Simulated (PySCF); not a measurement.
**Stationary points of LuOBr**

Computed with PBE0/[Lu def2-SVP with ECP28, O def2-SVP, Br def2-SVP], scalar-relativistic core potentials, density fitting, no spin–orbit coupling, PySCF.

Relaxations began from a few typed shapes. The search is not exhaustive: other isomers or separated fragments can lie lower, and high-lying points may rest on an excited occupation.

(1) Which is the lowest minimum found?
A. singlet Cs: Lu–Br 2.587 Å, Lu–O 1.777 Å; Br–Lu–O 116.4°
B. singlet C∞v: Lu–Br 2.685 Å, Lu–O 1.791 Å; Br–Lu–O 180.0°

## Answers

(1) A. The others lie at 38.8 (singlet C∞v, a saddle point) kJ/mol above it.

Formally Lu is in oxidation state +3, d0. The polar-tensor charge on Lu, 1.61, is far below the formal one.

For the lowest minimum: stability towards spin polarisation was not tested.
